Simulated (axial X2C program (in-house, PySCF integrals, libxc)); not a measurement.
Low determinants of PtGe at the PBE0 level, without spin–orbit coupling

Calculated with an axial X2C code built on PySCF integrals. Spin-free means the one-electron spin-free X2C Hamiltonian. Basis: Pt dyall-cv3z [13s14p9d6f4g], Ge dyall-cv3z [9s9p7d4f1g] (cores contracted in-house); Gaussian nuclei, density fitting, unrestricted open shells. Masses: Pt 194.965 u, Ge 73.921 u.

Search at 2.161 Å (vertical energies from the lowest determinant):

| ΔE (eV) | state | electrons beyond evenly filled partner blocks | electrons in σ, π, δ, φ |
| --- | --- | --- | --- |
| 0.00 | M_S = 0, Λ = 0 | closed shell | 42 44 20 4 |
| 1.35 | M_S = 1, Λ = 1 | σα, π+α | 41 45 20 4 |
| 1.49 | M_S = 0, Λ = 1 | σα, π+β | 41 45 20 4 |
| 1.86 | M_S = 1, Λ = 3 | π+α, δ+α, δ+β, δ-α | 42 45 19 4 |
| 1.86 | M_S = 1, Λ = 1 | π-α, δ+α, δ+β, δ-α | 42 45 19 4 |
| 1.90 | M_S = 0, Λ = 3 | π+β, δ+α, δ+β, δ-α | 42 45 19 4 |
| 1.93 | M_S = 0, Λ = 1 | π-β, δ+α, δ+β, δ-α | 42 45 19 4 |

Lowest determinant, M_S = 0, Λ = 0 (closed shell): Re = 2.151 Å, ωe = 366.6 cm⁻¹.

The determinant in row 2 of the search, M_S = 1, Λ = 1 (beyond evenly filled blocks: σα, π+α), was followed along the bond at PBE0; measured from the minimum of the lowest determinant it gives:

Te = 1.297 eV (10461 cm⁻¹), Re = 2.240 Å, ωe = 279.5 cm⁻¹.

Q: Compare the bond of the determinant in row 2 with that of the lowest one.

A: At PBE0 its Re is 0.089 Å longer and its force constant, which goes as ωe², is 0.58 times that of the lowest determinant. T0 ≈ Te + Δωe/2 = 10461 + (-44) = 10417 cm⁻¹.

The search compares states at one distance, so a state with another bond length can lie lower; it is not exhaustive and yields mostly the lowest determinant of each block pattern, so other components and higher states of one pattern are missing. These are energies of single determinants, not of spin-adapted states; PBE0 term energies can be off by some tenths of an eV, and the functional has no current term. Spin–orbit coupling is large for these atoms, so the spin-free order is a model.
